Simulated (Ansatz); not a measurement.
WBr₆⁻. Total charge -1; doublet. Geometry PBE-D4/def2-SVPD; atoms count from 1.

```xyz
7

W     0.0000    0.0000    0.0000
Br    2.0355   -0.3485   -1.4647
Br   -2.0355    0.3485    1.4647
Br   -0.9885   -2.1599   -0.8764
Br    0.9885    2.1599    0.8764
Br   -1.1404    1.2695   -1.8703
Br    1.1404   -1.2695    1.8703
```

In the def2 sets W takes a core potential; there is no spin–orbit coupling.

(1) Estimate the Mulliken populations from the PBE/def2-SVP orbitals of Ansatz.

(2) Where does the spin sit?

(3) And the Mayer bond orders between heavy atoms (over 0.3)?

Answers

(1) 
```json
{"atom": "W1", "charge (e)": "0.27", "spin (α − β)": "0.92", "d electrons": "4.43"}
{"atom": "Br2", "charge (e)": "-0.21", "spin (α − β)": "0.01", "d electrons": "–"}
{"atom": "Br3", "charge (e)": "-0.21", "spin (α − β)": "0.01", "d electrons": "–"}
{"atom": "Br4", "charge (e)": "-0.21", "spin (α − β)": "0.01", "d electrons": "–"}
{"atom": "Br5", "charge (e)": "-0.21", "spin (α − β)": "0.01", "d electrons": "–"}
{"atom": "Br6", "charge (e)": "-0.21", "spin (α − β)": "0.01", "d electrons": "–"}
{"atom": "Br7", "charge (e)": "-0.21", "spin (α − β)": "0.01", "d electrons": "–"}
```
Mulliken values depend strongly on the basis.

(2) Summed by element: W 0.92, Br 0.08, of 1 unpaired in all. Largest on single atoms: W1 0.92, Br4 0.01, Br5 0.01.

(3) W1–Br2 1.09 (2.53 Å); W1–Br3 1.09 (2.53 Å); W1–Br4 1.09 (2.53 Å); W1–Br5 1.09 (2.53 Å); W1–Br6 1.09 (2.53 Å); W1–Br7 1.09 (2.53 Å).
